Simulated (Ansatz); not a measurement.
An input meant for the cluster Li8 (charge 0, singlet).

```yaml
crystal:
  periodic: [false, false, false]
  atoms:
    - {symbol: Li, position_ang: [0.340143, 0.631153, 1.606620]}
    - {symbol: Li, position_ang: [-0.385642, -0.208990, 0.310829]}
    - {symbol: Li, position_ang: [-1.060390, 0.299305, -1.221552]}
    - {symbol: Li, position_ang: [-1.216703, 1.596634, 0.361930]}
    - {symbol: Li, position_ang: [0.794656, -0.585663, -1.094506]}
    - {symbol: Li, position_ang: [-0.678638, -1.682587, -0.386792]}
    - {symbol: Li, position_ang: [0.792948, 1.122705, -0.180273]}
    - {symbol: Li, position_ang: [1.163086, -0.813937, 0.648149]}
basis:
  gaussian: {orbitals: def2-mTZVPP}
hamiltonian: {xc: {name: SPW92}}
scf: {lower_state_search: off}
output: {forces: true}
```

```sh
$ ansatz run in.yaml --threads 4 --pin off --events-out ev --progress --plain --max-ram 3916MiB
```

Output, abridged:

```
Functional definition: SPW92
1064 factors; their error is unknown
mean field evaluation 1: about -1564.3593 eV, gradient 7.6e1 eV
mean field evaluation 2: about -1534.2709 eV, gradient 7.6e1 eV
mean field evaluation 4: about -1585.9165 eV, gradient 3.3e1 eV
mean field evaluation 8: about -1595.0325 eV, gradient 1.3e0 eV
mean field evaluation 16: about -1595.0417 eV, gradient 6.4e-4 eV
mean field -1595.04171723 eV, -58.6167019502 hartree, gradient 3.9e-6 eV, S^2 0.000000; 0 other end points of the search recorded, 0 dependent functions left out
reference -1595.04175571 eV, -58.6167033642 hartree; 12, 12 occupied and 76, 76 virtual orbitals, 1064 factors
Total energy: -1595.04175571 eV, -58.6167033642 hartree
Atom 0 at     0.340143     0.631153     1.606620 Å, force     0.150256     1.581966     5.857451 eV/Å
Atom 1 at    -0.385642    -0.208990     0.310829 Å, force    -3.403079    -0.264152     2.261648 eV/Å
Atom 2 at    -1.060390     0.299305    -1.221552 Å, force    -3.098156     1.053762    -4.190927 eV/Å
Atom 3 at    -1.216703     1.596634     0.361930 Å, force    -3.007994     3.049803     1.150563 eV/Å
Atom 4 at     0.794656    -0.585663    -1.094506 Å, force     3.851758    -1.232181    -5.964546 eV/Å
Atom 5 at    -0.678638    -1.682587    -0.386792 Å, force    -2.926370    -5.222687    -0.017550 eV/Å
Atom 6 at     0.792948     1.122705    -0.180273 Å, force     3.510764     5.133866    -2.340516 eV/Å
Atom 7 at     1.163086    -0.813937     0.648149 Å, force     4.922820    -4.100377     3.243876 eV/Å
Dipole moment:     0.113076     0.372248    -0.358552 e Å
Checks for a lower state left out: stability, starts, cluster_reference, orbital_swaps, neighbouring_geometries, increment
```

In this input the geometry is squeezed to about two thirds of its size. Self-consistency was reached. The result belongs to that input, not to the species as meant.
